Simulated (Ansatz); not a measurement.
A made-up structure of LiBSiH$_{3}$O, doublet:

Li1  (1.371, -2.103, -0.065)
O2  (-1.003, 0.900, -1.065)
Si3  (-0.162, -0.327, -0.521)
B4  (0.829, -0.444, 1.101)
H5  (-0.222, -1.479, -1.476)
H6  (0.889, 0.468, 1.878)
H7  (1.402, -1.473, 1.329)
(Å)

It is relaxed with PBE-D4/def2-SVP and then PBE0-D4/def2-TZVP (Ansatz 0.2.0). Atoms count as bonded within 1.22 times the sum of their covalent radii (H–H: 0.88 Å). The end point is not checked to be a true minimum.

Q: Does its bonding change? (A judgement: the text doesn't fix the answer.)

A: Computed: Yes. Formed: Li1–H5; broken: none.

Where it ends: The first stage lowers the energy by 0.40 eV in 6 steps. It ends as LiBSiH₃O ([O][Si]12[H][Li]13[H][BH]32):
```xyz
7
angstrom
Li 1.0951 -2.2068 -0.1652
O -1.0925 0.8614 -1.1344
Si -0.1798 -0.1970 -0.5197
B 0.8556 -0.4267 1.0958
H 0.0151 -1.4869 -1.3913
H 0.8844 0.4119 1.9400
H 1.5274 -1.4145 1.3563
```

Labels in which every atom is bracketed show which atoms are joined, not bond orders.

For scale, one of the runs: PBE0-D4/def2-TZVP relaxation, 131 basis functions, launched by `ansatz run in.yaml --threads 2 --pin off --events-out ev --progress --plain --max-ram 4352MiB`. Hardware: 2 CPU threads of an Arm Neoverse V2, shared host. Wall time about 31 s.
